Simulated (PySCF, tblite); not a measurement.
Isomers of C7H6FP, one GFN2-xTB conformer each. Single-point energies are computed at PBE0/pcSseg-1 (PySCF, gas phase, no added dispersion term), electronic only.

Problem. Rank them by PBE0/pcSseg-1 energy, lowest first (kJ/mol).
A. `[H]/[P:3]=[C:2](/[F:1])[c:4]1[cH:5][cH:6][cH:7][cH:8][cH:9]1` with F1–C2–C4–C5 15°
B. `[CH2:1]=[P:2][c:3]1[cH:4][cH:5][cH:6][cH:7][c:8]1[F:9]` with C1–P2–C3–C4 -50°

Solution. A (0.0), B (3.8).

Neighbours under 10 kJ/mol apart ([H]/P=C(/F)c1ccccc1 and C=Pc1ccccc1F) can change places with a better method, another conformer or zero-point energy. GFN2-xTB itself gives, in the same order: 0.0, 24.9. Both levels put the same isomer lowest.

Problem. Which frontier levels, dipoles and rotational constants go with these structures?

Solution. 
```
             SMILES  HOMO (eV, PBE0/pcSseg-1)  LUMO (eV)  dipole (D)       A, B, C (MHz)
[H]/P=C(/F)c1ccccc1                     -6.73      -2.31        3.06  3153, 904.4, 709.7
       C=Pc1ccccc1F                     -7.15      -1.83        2.45   2418, 1166, 823.5
```

Problem. What happens when harmonic zero-point energies from GFN2-xTB frequencies are added?

Solution. 
```csv
SMILES,ZPE (kJ/mol),electronic (kJ/mol),with ZPE (kJ/mol)
[H]/P=C(/F)c1ccccc1,274.8,0.0,0.0
C=Pc1ccccc1F,276.4,3.8,5.4
```

The zero-point energies span 1.6 kJ/mol. The order is unchanged.

Problem. As an exercise, what shares would exp(−E/RT) give at 298.15 K from these electronic energies alone (no entropy, no degeneracies)?

Solution. RT = 2.479 kJ/mol: [H]/P=C(/F)c1ccccc1 82.3 %, C=Pc1ccccc1F 17.7 %.
